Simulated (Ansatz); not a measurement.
Program: Ansatz. Geometries: PBE0-D4/def2-TZVP. ΔE: electronic, gas phase. CBS: MP2 limit from def2 TZ/QZ plus the TZ coupled-cluster correction, frozen cores. This one scheme is used for every species. DFT in def2-TZVPP. B3LYP here is the variant with VWN-RPA as its local correlation; programs differ in this. HSE06 is defined as in plane-wave codes. def2 core potentials past Kr. For In outer-core shells are correlated without core-valence functions, which leaves a few kJ/mol of doubt a bond.

Reaction (cleavage of the In–Si bond): `F[SiH2][InH2]` + `O[SiH3]` → `[SiH3][O][InH2]` + `F[SiH3]`

| level | ΔE (kcal/mol) | difference from CCSD(T)/CBS |
| --- | --- | --- |
| LDA (SPW92) | -6.0 | 6.5 |
| PBE-D4 | -7.3 | 5.2 |
| revPBE-D4 | -7.9 | 4.6 |
| BLYP-D4 | -11.1 | 1.4 |
| r2SCAN-D4 | -10.5 | 2.0 |
| B97M-V | -11.4 | 1.1 |
| PBE0-D4 | -7.4 | 5.1 |
| B3LYP-D4 | -10.8 | 1.7 |
| r2SCANh-D4 | -10.1 | 2.4 |
| r2SCAN0-D4 | -9.6 | 2.9 |
| BHLYP-D4 | -11.6 | 0.9 |
| CAM-B3LYP-D4 | -11.8 | 0.7 |
| ωB97X-V | -11.0 | 1.5 |
| ωB97M-V | -10.3 | 2.2 |
| B2PLYP | -12.2 | 0.3 |
| PBE-QIDH | -10.0 | 2.5 |
| revPBE | -7.1 | 5.4 |
| BLYP | -10.5 | 2.0 |
| r2SCAN | -10.4 | 2.1 |
| PBE0 | -7.1 | 5.4 |
| B3LYP | -10.4 | 2.1 |
| r2SCANh | -10.0 | 2.5 |
| r2SCAN0 | -9.5 | 3.0 |
| HSE06 | -7.1 | 5.4 |
| BHLYP | -11.3 | 1.2 |
| CAM-B3LYP | -11.5 | 1.0 |
| RPA@PBE/def2-TZVPP | -13.0 | -0.5 |
| HF/def2-SVP | -13.0 | -0.5 |
| CCSD/def2-SVP | -13.6 | -1.1 |
| CCSD(T)/def2-SVP | -13.8 | -1.3 |
| HF/def2-TZVPP | -13.5 | -1.0 |
| MP2/def2-TZVPP | -13.3 | -0.8 |
| SCS-MP2/def2-TZVPP | -14.2 | -1.7 |
| CCSD/def2-TZVPP | -11.8 | 0.7 |
| HF/def2-QZVPP | -14.0 | -1.5 |
| MP2/def2-QZVPP | -13.7 | -1.2 |
| SCS-MP2/def2-QZVPP | -14.6 | -2.1 |
| HF/CBS(def2) | -14.1 | -1.6 |
| MP2/CBS(def2) | -13.8 | -1.3 |
| CCSD/CBS(def2) | -12.3 | 0.2 |
| CCSD(T)/CBS | -12.5 | 0 |

(1) What do rigid-rotor, harmonic-oscillator terms from PBE0-D4/def2-TZVP frequencies (298.15 K, 1 bar) make of the CCSD(T)/CBS value? (Estimate.)

Largest T1 diagnostic among the species: 0.015.

## Answers

(1) Ansatz gave: ΔZPE = -1.0 kcal/mol, ΔH = -13.7 kcal/mol, ΔS = -10 J/(mol·K), ΔG = -13.0 kcal/mol.

Leaving LDA and LC-ωPBE aside and taking each functional with its dispersion term where it has one, the values spread over 4.9 kcal/mol, from B2PLYP to PBE-D4. LDA lies +1.0 kcal/mol from PBE without D4. From BLYP to BHLYP (50 % exact exchange), in def2-TZVPP and without D4, ΔE moves by −0.8 kcal/mol. At CCSD(T), def2-SVP lies −1.3 kcal/mol from the extrapolated value and def2-TZVPP +0.4 kcal/mol.
